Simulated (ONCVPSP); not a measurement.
# How hard is this vanadium (V) ONCV potential?

V, optimised norm-conserving Vanderbilt (ONCV), made with ONCVPSP 4.0.1 (LDA (Perdew-Zunger), scalar-relativistic). Core [Ar], reference 3d3 4s1.75 4p0.25. Waves: 4s: rc 3.05 bohr, ncon 4, nbas 8, qcut 2.3 1/bohr, 2 projectors, debl 0.5 Ha; 4p: rc 2.65 bohr, ncon 3, nbas 8, qcut 2.5 1/bohr, 1 projector; 3d: rc 1.15 bohr, ncon 4, nbas 7, qcut 7.4 1/bohr, 2 projectors, debl 3.2 Ha; f scattering state at 0.13 Ha: rc 3.30 bohr, ncon 4, nbas 8, qcut 2.9 1/bohr, 2 projectors, debl 1.4 Ha. Local part: polynomial inside 0.75 bohr (lpopt 5, dvloc0 1 Ha). Core correction: none.

Q: For each optimised wave give the share of its norm inside rc, the residual kinetic energy above qcut (Ha) and the cutoffs (Ha) for errors of 10, 1, 0.1 and 0.01 mHa per electron.

A:

```json
{"wave": "4s", "norm inside rc": "0.481", "residual KE": "7.3e-04", "10 mHa": "1.3", "1 mHa": "2.6", "0.1 mHa": "12.8", "0.01 mHa": "18.6"}
{"wave": "s projector 2", "norm inside rc": "0.248", "residual KE": "1.8e-03", "10 mHa": "2.0", "1 mHa": "2.9", "0.1 mHa": "7.9", "0.01 mHa": "16.7"}
{"wave": "4p", "norm inside rc": "0.129", "residual KE": "1.2e-04", "10 mHa": "0.6", "1 mHa": "1.1", "0.1 mHa": "3.4", "0.01 mHa": "12.3"}
{"wave": "3d", "norm inside rc": "0.455", "residual KE": "8.2e-02", "10 mHa": "95.8", "1 mHa": "127.0", "0.1 mHa": "161.3", "0.01 mHa": "234.1"}
{"wave": "d projector 2", "norm inside rc": "0.080", "residual KE": "9.6e-02", "10 mHa": "38.8", "1 mHa": "74.8", "0.1 mHa": "125.1", "0.01 mHa": "180.5"}
{"wave": "f projector 1", "norm inside rc": "0.006", "residual KE": "2.9e-06", "10 mHa": "0.3", "1 mHa": "0.8", "0.1 mHa": "1.8", "0.01 mHa": "3.3"}
{"wave": "f projector 2", "norm inside rc": "0.261", "residual KE": "2.4e-02", "10 mHa": "5.1", "1 mHa": "12.0", "0.1 mHa": "28.6", "0.01 mHa": "32.5"}
```

The occupied waves need 127 Ha and 161 Ha for 1 and 0.1 mHa. Rows with under 1 % of the norm inside rc give no meaningful cutoff. Note: ghosts flagged at negative energy: s at -205.7 eV, p at -71.0 eV, f at -180.0 eV; GHOST(+) flagged for s at 57.5 eV. A true bound ghost makes a file unfit for plane-wave use. 2 of 4 tests not solved or not reliable.
